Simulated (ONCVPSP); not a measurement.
## Transferability test, ONCV potential for Fe

- Element: iron
- Generator: ONCVPSP 4.0.1
- Type: optimised norm-conserving Vanderbilt (ONCV)
- Functional: PBE
- Relativity: scalar-relativistic
- Frozen core: [Ne]
- Valence charge: 16
- Reference configuration: 3s2 3p6 3d6 4s2
- Partial waves: 3s+4s: rc 1.20 bohr, ncon 4, nbas 8, qcut 8.5 1/bohr, 2 projectors; 3p: rc 1.05 bohr, ncon 4, nbas 8, qcut 16.4 1/bohr, 2 projectors, debl 1.4 Ha; 3d: rc 0.90 bohr, ncon 4, nbas 8, qcut 12.1 1/bohr, 1 projector
- Local potential: polynomial inside 0.80 bohr (lpopt 3, dvloc0 3 Ha)
- Core correction: Teter function, fcfact 2.25, rcfact 1.25

In the p channel the program set the typed energies aside and used -2.207, 0.250 Ha.

Energies are relative to the spin-unpolarised reference configuration 3s2 3p6 3d6 4s2; without spin polarisation the order of configurations can differ from experiment.

```tsv
valence configuration	charge	ΔE all-electron (eV)	error AE − PS (meV)
3s2 3p6 3d6 4s0	+2	24.932	-0.3
3s2 3p6 3d5 4s0	+3	59.155	-6.6
```

What are ΔE and the potential's error for 3s2 3p6 3d6 4s1?

ΔE = 8.729 eV all-electron; the error (AE − PS) is -0.4 meV.

What are ΔE and the potential's error for 3s2 3p6 3d7 4s0?

ΔE = 6.636 eV all-electron; the error (AE − PS) is +1.4 meV.
